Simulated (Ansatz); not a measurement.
Molecule: difluorosilane, sum formula SiH2F2, net charge 0, singlet state. 
Structure (B3LYP-D3(BJ)/def2-TZVP (Ansatz, an electronic-structure program) minimum search):
SMILES: F[SiH2]F
```xyz
5

Si     0.0045     0.4472     0.0371
F      1.2746    -0.5098     0.1000
F     -1.2843    -0.4609    -0.1805
H     -0.1239     1.1373     1.3283
H      0.1487     1.3379    -1.1230
```
Charge 0, spin multiplicity 1.

Atomisation energy built up term by term with Ansatz (kcal/mol; UHF references for open shells; valence terms freeze the core; atomic spin-orbit terms are left out). Basis-set limits of correlation are two-point, X^-3; Hartree-Fock from the larger set (for Q and 5 zeta extrapolated as (X+1)exp(-9√X)).

```csv
term,basis,kcal/mol
Hartree-Fock,"CBS(cc-pV(Q+d)Z,cc-pV(5+d)Z)",?
CCSD correlation,"CBS(cc-pV(Q+d)Z,cc-pV(5+d)Z)",100.56
(T),"CBS(cc-pV(Q+d)Z,cc-pV(5+d)Z)",?
core correlation,cc-pwCVTZ,-0.09
scalar relativity (X2C),cc-pVTZ-DK against cc-pVTZ,-1.20
sum: De,,?
```

**Question.** What belongs in the gaps?

**Answer.** 
- Hartree-Fock, kcal/mol: 341.49
- (T), kcal/mol: 5.78
- sum: De, kcal/mol: 446.5
